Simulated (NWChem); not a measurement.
System: benzoquinone (C$_{6}$H$_{4}$O$_{2}$); SMILES O=C1C=CC(=O)C=C1

Input file for NWChem:

```
start job
memory heap 200 mb stack 900 mb global 1100 mb
geometry units angstroms noautosym nocenter noautoz
  O      0.000000    -2.687311     0.000000
  C      0.000000    -1.455951     0.000000
  C      1.269641    -0.677625     0.000000
  C      1.269641     0.677625     0.000000
  C      0.000000     1.455951     0.000000
  O      0.000000     2.687311     0.000000
  C     -1.269641     0.677625     0.000000
  C     -1.269641    -0.677625     0.000000
  H      2.195672    -1.273710     0.000000
  H      2.195672     1.273710     0.000000
  H     -2.195672     1.273710     0.000000
  H     -2.195672    -1.273710     0.000000
end
basis spherical
  O library 6-31g*
  C library 6-31g*
  H library 6-31g*
end
dft
  xc xpbe96 cpbe96
  iterations 150
end
cosmo
  do_cosmo_smd true
  solvent dmso
end
task dft energy
```

Structure relaxed at the PBE-D3(BJ)/def2-SVP level. Solvent: dimethyl sulfoxide.

Level: PBE/6-31G* with SMD (1 M gas to 1 M solution), gas-phase geometry.

Problem. Predict the main results of this run. (PBE/6-31G* (spherical d), SMD on the gas-phase geometry.) Quantities: solvation free energy (kcal/mol); cavity-dispersion-structure term (kcal/mol).

Solution. 
```json
{
 "solvation free energy (kcal/mol)": "-7.7",
 "cavity-dispersion-structure term (kcal/mol)": "-2.4"
}
```
